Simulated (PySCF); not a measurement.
## Se²⁺: excitation energy

Se²⁺ [Ar] 3d10 4s2 4p2 (3P) → Se²⁺ [Ar] 3d10 4s1 4p2 4d1 (high-spin determinant), as a difference of total energies. Computed with PySCF 2.14 in x2c-QZVPPall with one added diffuse shell each of s, p, d, f type (12s9p6d5f1g, 113 functions), with scalar relativity by spin-free X2C-1e. Correlated levels: valence: [Ar] 3d10 frozen; valence and next inner shell: [Ne] frozen. The calculations carry no spin-orbit coupling.

```csv
method,excitation energy (eV)
UHF,23.056
LDA,24.973
PBE,24.551
PBE0,24.425
r2SCAN,24.225
HSE06,24.503
BLYP,25.084
TPSSh,24.345
MP2 (valence),24.122
SCS-MP2 (valence),24.626
MP2 (valence and next inner shell),24.819
SCS-MP2 (valence and next inner shell),25.165
```

**Question.** How much does correlation contribute at MP2 (valence and next inner shell)?

**Answer.** 24.819 − (23.056) = 1.763 eV, measured against UHF.

A first-order spin-orbit estimate (lowest level to lowest level, LS coupling) adds 0.054 eV.

The promoted electron is Rydberg-like, and one or two diffuse shells describe it only roughly, which tends to raise the upper state.

The determinant of the upper state mixes LS terms, which raises its energy above the lowest term, most at the Hartree-Fock and MP2 levels.
